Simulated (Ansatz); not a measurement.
BaIn, multiplicity 4 (lowest of 2S+1 = 2, 4 at CCSD(T)/def2-TZVPP on PBE0 minima; our sources give no spin for the ground state, which may be another), most abundant isotopes (114.9039 and 137.9052 u). Constants from fifth-degree fits in 1/R to seven points on the lowest solution found; no spin–orbit coupling, no relativity up to Kr; ω_e x_e and α_e move by some per cent with the fit.

Correlated levels freeze the inner cores; with def2 sets outer-core shells near the valence are correlated too.

The values were computed with Ansatz (a program for electronic structure) with Gaussian orbitals.  In def2 rows elements past Kr take small-core potentials, without spin–orbit coupling.

```
level               r_e (Å)  ω_e (cm⁻¹)  ω_e x_e (cm⁻¹)  α_e (cm⁻¹)
------------------  -------  ----------  --------------  ----------
PBE/def2-TZVPP       3.1855       120.3           0.266     7.71e-5
CCSD(T)/def2-TZVPP   3.1657       126.9           0.250     7.04e-5
```

Problem. Derive the rotational constants, the centrifugal constant, the fundamental, the zero-point energy and the force constant.

Solution. 
μ = 62.67910 u.
- PBE/def2-TZVPP: B_e = 16.8576/(μ r_e²) = 0.026505 cm⁻¹; B₀ = B_e − α_e/2 = 0.026466 cm⁻¹; D = 4B_e³/ω_e² = 5.15e-09 cm⁻¹; fundamental ω_e − 2ω_e x_e = 120 cm⁻¹; zero-point energy ω_e/2 − ω_e x_e/4 = 60 cm⁻¹; k = μ(2πcω_e)² = 53.5 N/m
- CCSD(T)/def2-TZVPP: B_e = 16.8576/(μ r_e²) = 0.026836 cm⁻¹; B₀ = B_e − α_e/2 = 0.026801 cm⁻¹; D = 4B_e³/ω_e² = 4.80e-09 cm⁻¹; fundamental ω_e − 2ω_e x_e = 126 cm⁻¹; zero-point energy ω_e/2 − ω_e x_e/4 = 63 cm⁻¹; k = μ(2πcω_e)² = 59.5 N/m
